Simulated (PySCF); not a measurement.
**Arsenic: a sound run and one with changed settings**

Sound run: As [Ar] 3d10 4s2 4p3, As+ [Ar] 3d10 4s2 4p2. Computed with PySCF 2.14 in aug-cc-pVDZ-PP with ECP10MDF (5s4p3d, 32 functions), with a scalar-relativistic core potential. The sound run starts from symmetry-adapted Hartree-Fock orbitals and uses a fine grid where one is needed.

A second run was set up differently.

```json
{"species": "As", "method": "UHF", "sound run (hartree)": "-331.19805", "changed run (hartree)": "-331.19805", "converged": "yes"}
{"species": "As", "method": "r2SCAN", "sound run (hartree)": "-332.29021", "changed run (hartree)": "-333.24498", "converged": "yes"}
{"species": "As", "method": "PBE", "sound run (hartree)": "-332.40155", "changed run (hartree)": "-333.06250", "converged": "yes"}
{"species": "As+", "method": "UHF", "sound run (hartree)": "-330.85146", "changed run (hartree)": "-330.85146", "converged": "yes"}
{"species": "As+", "method": "r2SCAN", "sound run (hartree)": "-331.91983", "changed run (hartree)": "-332.92524", "converged": "yes"}
{"species": "As+", "method": "PBE", "sound run (hartree)": "-332.03951", "changed run (hartree)": "-332.71714", "converged": "yes"}
```

Ionisation energy of As:

```
method  sound run (eV)  changed run (eV)
   UHF           9.431             9.431
r2SCAN          10.078             8.701
   PBE           9.852             9.398
```

Question: What was changed?
A. basis contracted for another Hamiltonian
B. level shift left on
C. all electrons correlated in a valence basis
D. angular grid far too coarse

Answer: D. It used 6 angular points. A coarse angular grid integrates products of high-l functions wrongly, so density functionals can shift, and the SCF can exploit the error; Hartree-Fock and MP2 need no grid.
